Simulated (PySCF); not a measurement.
## Ca+ (calcium, charge +1) across methods

[Ar] 4p1, 2P determinant (an excited configuration). All numbers are calculated (PySCF 2.14, the spin-free X2C one-electron Hamiltonian (Gaussian nucleus), in aug-cc-pVDZ-X2C (6s5p3d, 36 functions)).

| method | E (hartree) | mean ε 3p α (eV) | mean ε 3p β (eV) | mean ε 4p α (eV) | Σ⟨r²⟩ (bohr²) | ⟨S²⟩ |
| --- | --- | --- | --- | --- | --- | --- |
| wB97M-V | -680.072 | -41.154 | -41.070 | -8.229 | 37.65 | 0.750 |
| B3LYP | -680.138 | -38.193 | -38.134 | -7.368 | 36.63 | 0.750 |
| UHF | -679.33243 | -44.443 | -44.323 | -8.423 | 38.87 | 0.750 |
| LDA | -678.240 | -36.364 | -36.295 | -6.965 | 36.47 | 0.750 |
| revPBE | -680.031 | -36.302 | -36.241 | -7.048 | 36.63 | 0.750 |
| PBE | -679.902 | -36.327 | -36.257 | -7.040 | 36.56 | 0.750 |
| M06-L | -680.098 | -36.879 | -36.876 | -6.885 | 36.70 | 0.750 |
| r2SCAN | -680.084 | -37.022 | -36.980 | -6.997 | 36.81 | 0.750 |
| PBE0 | -679.947 | -38.661 | -38.579 | -7.478 | 36.88 | 0.750 |
